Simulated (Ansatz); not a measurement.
HfS2⁺. The state is a doublet with charge 1. Geometry PBE0-D4/def2-TZVP, that of the neutral singlet; atoms count from 1.

Cartesian coordinates in Å:
```
Hf -0.499 0.494 0.462
S 1.675 0.244 0.786
S -1.176 -0.738 -1.248
```

In the def2 sets Hf takes a core potential; there is no spin–orbit coupling. The structure comes from a short search, and lower isomers may exist.

**Question.** Estimate the Mulliken populations from the PBE0/def2-TZVP orbitals of Ansatz.

**Answer.** 
```json
{"atom": "Hf1", "charge (e)": "1.17", "spin (α − β)": "-0.25", "d electrons": "2.20"}
{"atom": "S2", "charge (e)": "-0.08", "spin (α − β)": "0.62", "d electrons": "–"}
{"atom": "S3", "charge (e)": "-0.08", "spin (α − β)": "0.62", "d electrons": "–"}
```
Mulliken values depend strongly on the basis.

**Question.** Where does the spin sit?

**Answer.** Summed by element: Hf -0.25, S 1.25, of 1 unpaired in all. Largest on single atoms: S2 0.62, S3 0.62, Hf1 -0.25.

**Question.** And the Mayer bond orders between heavy atoms (over 0.3)?

**Answer.** Hf1–S2 2.05 (2.21 Å); Hf1–S3 2.05 (2.21 Å).
